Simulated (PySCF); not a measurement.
Al(OH)3 (AlH3O3), SMILES [OH][Al]([OH])[OH]. Atoms are numbered in the order given.

```xyz
7

Al     0.0000     0.0000     0.0000
O      1.6024     0.5624     0.0000
H      2.3696    -0.0166     0.0000
O     -0.3142    -1.6689     0.0000
H     -1.1992    -2.0438     0.0000
O     -1.2882     1.1065     0.0000
H     -1.1704     2.0604     0.0000
```

Coordinates come from a B3LYP-D3(BJ)/def2-SVP optimisation. The isomer is the one that the SMILES or the coordinates give; other isomers of the formula were not compared. Other conformers were not sampled.

All values below come from PBE/def2-TZVPD run with PySCF.

```
Property                                                                                                       Result
---------------------------------------------------------------------------------------------  ----------------------
total energy                                                                                       -469.82333 hartree
point group                                                                                                       C3h
highest occupied level                                                                                       -7.41 eV
lowest empty level                                                                                           -1.69 eV
orbital gap                                                                                                   5.72 eV
dipole moment                                                                                                  0.00 D
quadrupole, principal values (traceless, Buckingham form, about the centre of nuclear charge)   -0.12, 0.06, 0.06 D·Å
mean static polarisability                                                                       39.1 bohr³ (5.79 Å³)
polarisability, principal values                                                               34.8, 41.2, 41.2 bohr³
```
